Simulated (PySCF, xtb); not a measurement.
C2H6Cl2Si, SMILES C[Si](C)(Cl)Cl. Atoms are numbered in the order given.

```xyz
11

C      0.0000     1.5681     1.3463
Si     0.0000     0.0000     0.3375
C      0.0000    -1.5681     1.3463
Cl     1.6807     0.0000    -0.8886
Cl    -1.6807     0.0000    -0.8886
H     -0.8952     1.6105     1.9877
H      0.0000     2.4515     0.6898
H      0.8952     1.6105     1.9877
H      0.0000    -2.4515     0.6898
H     -0.8952    -1.6105     1.9877
H      0.8952    -1.6105     1.9877
```
Charge 0, spin multiplicity 1.

The structure is a stationary point at TPSSh-D3(BJ)/def2-SVP. The isomer is the one that the SMILES or the coordinates give; other isomers of the formula were not compared.

Computed with IEF-PCM-ωB97X/def2-SVP in PySCF.

The values are the electrostatic part of the solvation free energy, E(continuum) − E(gas) at the gas-phase geometry, in a cavity of scaled van der Waals radii (PySCF's table); cavitation and dispersion terms are not included. In vacuum the orbital gap is 14.36 eV. The dipole moment in vacuum is 2.54 D.

**Question.** Estimate the values in water (ε = 78.36), chloroform (ε = 4.71), diethylether (ε = 4.24). (An estimate is asked for; the answer gives what the named calculation found.)

**Answer.** 
```json
[
 {"solvent": "water", "ε": "78.36", "ΔG(elec) (kcal/mol)": "-3.2", "dipole (D)": "3.26", "gap (eV)": "14.32"},
 {"solvent": "chloroform", "ε": "4.71", "ΔG(elec) (kcal/mol)": "-2.3", "dipole (D)": "3.05", "gap (eV)": "14.34"},
 {"solvent": "diethylether", "ε": "4.24", "ΔG(elec) (kcal/mol)": "-2.2", "dipole (D)": "3.02", "gap (eV)": "14.34"}
]
```

For comparison, GFN2-xTB/ALPB(water) (xtb, at the GFN2-xTB geometry, all terms of that model) gives -2.5 kcal/mol.
